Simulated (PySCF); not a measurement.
SMILES [CH3][Al]([CH3])[SiH2][Si](C)(O)O (GFN2-xTB optimised geometry):

```
21

Si     0.980    -0.743    -1.498
C      2.437    -1.738    -0.778
O      1.777     0.560    -2.093
O      0.295    -0.067     0.000
Si    -1.210    -1.122    -2.206
Al    -1.596    -0.067     0.000
C     -2.091    -1.309     1.488
C     -2.097     1.872     0.000
H      2.938    -2.301    -1.557
H      3.179    -1.090    -0.317
H      2.093    -2.447    -0.032
H      1.355     1.175    -2.684
H      0.917     0.282     0.645
H     -1.264    -2.558    -2.572
H     -1.210    -0.541    -3.579
H     -1.667    -1.038     2.464
H     -3.175    -1.336     1.638
H     -1.787    -2.347     1.306
H     -1.816     2.401    -0.919
H     -1.656     2.447     0.825
H     -3.179     2.000     0.101
```

Level of theory: PySCF 2.14.0 with CAM-B3LYP/def2-SVP.

Problem. What are the frontier orbital energies and the dipole moment?

Solution. HOMO-2 -9.55 eV, HOMO-1 -8.52 eV, HOMO -7.83 eV, LUMO 0.81 eV, LUMO+1 1.14 eV; dipole moment 2.46 D.

On the same geometry PBE/def2-SVP (PySCF) gives HOMO-2 -6.95 eV, HOMO-1 -5.86 eV, HOMO -5.57 eV, LUMO -1.06 eV, LUMO+1 -0.79 eV; dipole moment 2.63 D.

Meta-Löwdin charges at CAM-B3LYP/def2-SVP: Si1 1.00, C2 -0.54, O3 -0.70, O4 -0.65, Si5 -0.05, Al6 0.68, C7 -0.59, C8 -0.59, H9 0.12, H10 0.12, H11 0.11, H12 0.33, H13 0.35, H14 -0.07, H15 -0.08, H16 0.09, H17 0.10, H18 0.09, H19 0.09, H20 0.09, H21 0.10.
